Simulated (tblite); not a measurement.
Compound: C3H6ClFSi.
Z-matrix (Å and degrees, GFN2-xTB geometry), rows numbered from 1:
```
F 
C   1  1.3729
C   2  1.4925  1  112.91
C   3  1.3251  2  126.35  1     0.04
Si  4  1.8881  3  126.74  2     0.04
Cl  5  2.0305  4  104.56  3   179.99
H   2  1.0976  1  106.70  3  -121.81
H   2  1.0975  1  106.67  3   121.77
H   3  1.0839  2  112.00  1  -179.94
H   4  1.0833  3  116.94  2  -179.97
H   5  1.4588  4  112.11  3   -64.32
H   5  1.4588  4  112.07  3    64.32
```

Level: GFN2-xTB in tblite, geometry and Hessian alike; calculated harmonic values, unscaled, isolated species. Errors from tens to a few hundred cm⁻¹ against measured bands are possible. Modes of hydrogen on silicon can be 10 to 20 % off. One conformer, not necessarily the lowest.

Harmonic wavenumbers (cm⁻¹): 52.0, 86.0, 122.0, 152.2, 296.5, 298.5, 489.8, 489.9, 619.1, 657.4, 683.0, 721.6, 742.5, 770.7, 933.3, 941.5, 973.2, 1067.8, 1196.4, 1202.1, 1315.4, 1331.2, 1423.6, 1688.9, 2277.9, 2294.3, 2904.7, 2922.5, 3027.7, 3044.8.

A = 6214, B = 1061, C = 921.1 MHz; mass 123.991 u (most abundant isotopes); point group Cs, symmetry number 1.

What is the zero-point energy?

Half the sum of the wavenumbers: 17363 cm⁻¹ = 207.71 kJ/mol.

Entropy at 500 K, 1 bar (ideal gas, RRHO, classical rotation)?

Translation 179.72, rotation 125.11, vibration 144.76: S = 449.6 J/(mol K).

And Cp and H(500 K) − H(0)?

Cp = 167.57 J/(mol K), of which vibrations give 134.32 (their classical limit is 30 R = 249.4); H(500 K) − H(0) = 52.96 kJ/mol without the zero-point energy, 36.33 from vibrations.

Which modes carry the vibrational entropy at 500 K?

52.0 cm⁻¹: 24.12; 86.0 cm⁻¹: 19.95; 122.0 cm⁻¹: 17.06; 152.2 cm⁻¹: 15.25; 296.5 cm⁻¹: 9.88; 298.5 cm⁻¹: 9.83 J/(mol K); the other 24 give 48.68 together.

How do the functions run with temperature in this model?

```csv
T (K),S (J/(mol K)),Cp (J/(mol K)),H − H(0) (kJ/mol),G − H(0) (kJ/mol),ln q(vib)
50,238.3,50.8,2.01,-9.91,0.38
100,278.6,66.0,4.95,-22.90,1.32
298.15,375.0,121.6,23.44,-88.37,5.05
373.15,404.4,141.0,33.30,-117.61,6.42
750,524.8,202.9,99.64,-293.97,12.86
1000,586.5,225.4,153.38,-433.12,16.66
```

q(vib) and H(0) count from the zero-point level.

Blend soft modes into free rotors: weight 1/[1 + (100 cm⁻¹/ν̃)⁴] for the oscillator and the rest for a rotor with moment μB/(μ + B), μ = h/(8π²ν), B = 10⁻⁴⁴ kg m². What vibrational entropy results?

132.94 J/(mol K) in place of 144.76, which changes −T·S at 500 K by +5.91 kJ/mol.

Hindered rotation and anharmonicity are outside this model. Other conformers, if any are populated, would add a mixing term that is left out.

Hardware: one thread, Intel Xeon at 2.70 GHz (x86_64), no GPU (shared host). Cost: 0.81 s of wall time. This covers the Hessian and the dipole derivatives.
